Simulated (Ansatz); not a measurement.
The Ga1–F2 bond of GaF is stretched (multiplicity 1).


Cores are frozen in the correlated methods. Filled d and f shells under p-block atoms count as core.

Run with Ansatz (a quantum-chemistry and plane-wave program) with Gaussian orbitals. 

FIC-MRCISD+Q on CASSCF(10,8)/cc-pVDZ, total energies (hartree):

| R (Å) | CASSCF | MRCISD | weight c² of the reference |
|---|---|---|---|
| 1.800 | -2022.815395 | -2022.958496 | 0.94921 |
| 3.151 | -2022.663369 | -2022.807282 | 0.94242 |
| 7.202 | -2022.599272 | -2022.754682 | 0.93920 |

Question: Add the Davidson correction (E_MRCISD − E_CASSCF)(1 − c²)/c² and give the energies above the first point at the three levels.

Answer: 
Corrections (hartree): -0.007658, -0.008792, -0.010061. Above the first point (kcal/mol):
- R = 3.151 Å: CASSCF 95.4, MRCISD 94.9, with the correction 94.2
- R = 7.202 Å: CASSCF 135.6, MRCISD 127.9, with the correction 126.4
